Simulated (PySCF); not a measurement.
# Diatomic anions of Be with group 14

MP2 with double-zeta basis sets in PySCF, for the lowest determinant that a PBE0 search found; no spin–orbit coupling. De refers to high-spin ground-configuration atoms (the charge goes to the atom of lower measured ionisation energy or higher electron affinity, which is not always the lowest computed limit).

```csv
M,basis,"reference, frozen orbitals",charged atom,state (unpaired electrons),Re (Å),ωe (cm⁻¹),De (eV)
Si,aug-cc-pVDZ/aug-cc-pV(D+d)Z,"UHF, 5",Si−,"quartet (σ ↑, π ↑↑)",2.186,535,1.37
Ge,aug-pcseg-1,"UHF, 9",Ge−,"quartet (σ ↑, π ↑↑)",2.254,464,1.11
Sn,aug-cc-pVDZ/aug-cc-pVDZ-PP,"UHF, 4",Sn−,"quartet (σ ↑, π ↑↑)",2.444,407,1.04
Pb,aug-cc-pVDZ/aug-cc-pVDZ-PP,"UHF, 4",Pb−,"quartet (σ ↑, π ↑↑)",2.493,382,0.98
```

The shortest bond is that of BeSi⁻ (2.186 Å), the longest that of BePb⁻ (2.493 Å).

The rows differ in basis set, which adds steps of its own.

Down a group the atoms grow and get heavier, so bonds lengthen and wavenumbers fall; this series shows no clear exception.

Correlated steps freeze the inner cores (4 to 9 orbitals); shallow outer-core shells are correlated. Correlated levels converge slowly with the basis: in double zeta they bind strong bonds too weakly, by up to about 1 eV, and carry superposition errors of some tenths. Spin–orbit coupling is left out, which matters for elements this heavy, above all for dissociation energies. For an ion De counts to the pair picked by the measured ionisation energies or electron affinities, which need not be the lowest pair at this level. States were picked by a PBE0 search and need not be the measured ground states.
